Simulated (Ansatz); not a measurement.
H₈Si₈ (`[SiH]12[SiH]3[SiH]4[SiH]1[SiH]1[SiH]2[SiH]3[SiH]41`). The species carries charge 0 and has multiplicity 1. Geometry: relaxed with PBE0-D4/def2-TZVP.

```xyz
16

Si    0.848   -0.902   -1.642
Si   -0.439   -2.009    0.019
Si   -2.039   -0.256   -0.054
Si   -0.752    0.850   -1.714
Si    0.439    2.009   -0.019
Si    2.039    0.256    0.054
Si    0.752   -0.850    1.714
Si   -0.848    0.902    1.642
H     1.462   -1.557   -2.832
H    -0.758   -3.465    0.032
H    -3.518   -0.442   -0.093
H    -1.298    1.467   -2.957
H     0.758    3.465   -0.032
H     3.518    0.442    0.093
H     1.298   -1.467    2.957
H    -1.462    1.557    2.832
```

Task: What is the dipole moment at B3LYP/def2-TZVPP? (Estimate.)

Result: Computed: 0.00 D, zero by symmetry or nearly so.

Task: Give the Mulliken charges with B3LYP, PBE, r2SCAN in def2-TZVPP. (An estimate is asked.)

Result: The calculation gave: 
| atom | B3LYP | PBE | r2SCAN |
| --- | --- | --- | --- |
| Si1 | 0.06 | 0.05 | 0.09 |
| Si2 | 0.06 | 0.05 | 0.09 |
| Si3 | 0.06 | 0.05 | 0.09 |
| Si4 | 0.06 | 0.05 | 0.09 |
| Si5 | 0.06 | 0.05 | 0.09 |
| Si6 | 0.06 | 0.05 | 0.09 |
| Si7 | 0.06 | 0.05 | 0.09 |
| Si8 | 0.06 | 0.05 | 0.09 |
| H9 | -0.06 | -0.05 | -0.09 |
| H10 | -0.06 | -0.05 | -0.09 |
| H11 | -0.06 | -0.05 | -0.09 |
| H12 | -0.06 | -0.05 | -0.09 |
| H13 | -0.06 | -0.05 | -0.09 |
| H14 | -0.06 | -0.05 | -0.09 |
| H15 | -0.06 | -0.05 | -0.09 |
| H16 | -0.06 | -0.05 | -0.09 |

B3LYP here is the variant with VWN-RPA as its local correlation; programs differ in this.
